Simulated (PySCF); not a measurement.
Spectrum to structure. Theory: PySCF, TDDFT CAM-B3LYP/def2-SVPD, vertical, gas phase, core orbitals frozen in the response. Geometries: GFN2-xTB, one conformer each.

```
state  λ (nm)       f
   S1   225.3  0.0034
   S2   211.0   0.019
   S3   189.5  0.0060
   S4   179.7  0.0098
   S5   172.5  0.0024
   S6   171.4   0.010
   S7   169.5   0.019
   S8   165.1   0.055
```

Orbital energies (eV): HOMO-3 -10.78, HOMO-2 -10.34, HOMO-1 -9.59, HOMO -8.14, LUMO 0.90, LUMO+1 0.98, LUMO+2 1.07.

Question: Which candidate is it? All have the formula C2H10SSi2.
A. `C[C@H]([SiH3])[SiH2]S`
B. `[SiH3]SCC[SiH3]`
C. `[SiH3]CC[SiH2]S`

Answer: B. Its S1, at 5.50 eV, is the lowest among the candidates; the nearest of the others has S1 at 6.07 eV. S1 is HOMO→LUMO+1 (40%), HOMO→LUMO+2 (28%), HOMO→LUMO (20%). Löwdin shares by element: HOMO sulfur 68%, carbon 8% or more, silicon 8% or more; LUMO silicon 33%, sulfur 24%, hydrogen 8% or more (atoms not listed hold the other 34%). At the same level the other candidates give, for their lowest levels:
- `[SiH3]CC[SiH2]S`: 204 nm (f 0.017); 193 nm (f 0.015); 178 nm (f 0.016); 168 nm (f 0.004); 166 nm (f 0.040); T1 5.65 eV; HOMO -8.55, LUMO 0.79 eV
- `C[C@H]([SiH3])[SiH2]S`: 203 nm (f 0.017); 193 nm (f 0.015); 177 nm (f 0.013); 168 nm (f 0.026); 163 nm (f 0.016); T1 5.70 eV; HOMO -8.59, LUMO 0.78 eV

The values belong to the conformer `[SiH3:1][CH2:2][CH2:3][S:4][SiH3:5]`: Si1–C2–C3–S4 55°, C2–C3–S4–Si5 77°.
Triplets come from the Tamm–Dancoff approximation.

Without π bonds the low states are Rydberg-like; a valence basis with one diffuse set may place them up to an eV too high.
